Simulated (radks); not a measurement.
Initial-state core-level shifts of neutral palladium when its valence configuration changes from [Kr] 4d10. All-electron calculation, Dirac Kohn-Sham, PBEsol, spin-unpolarised, spherical densities, point nucleus; open shells fill j = l - 1/2 first. Program: a radial shooting solver on a logarithmic mesh with Libxc functionals. Shifts are changes of the shell-averaged eigenvalues in eV (positive: less bound).

| valence | 2s | 3s | 3p | 4p |
|---|---|---|---|---|
| 4d9 5p1 | -5.218 | -5.225 | -5.225 | -5.038 |
| 4d8.5 5p1.5 | -7.896 | -7.886 | -7.886 | -7.508 |
| 4d6.5 5p3.5 | -19.901 | -19.673 | -19.672 | -17.895 |
| 4d9 5s1 | -3.533 | -3.514 | -3.514 | -3.251 |
| 4d9.5 5s0.5 | -1.678 | -1.673 | -1.673 | -1.562 |
| 4d9.5 5p0.5 | -2.621 | -2.631 | -2.631 | -2.571 |
| 4d8 5p2 | -10.675 | -10.635 | -10.635 | -10.001 |
| 4d7.5 5p2.5 | -13.643 | -13.558 | -13.558 | -12.607 |
| 4d8.5 5s1 5p0.5 | -6.408 | -6.374 | -6.375 | -5.943 |
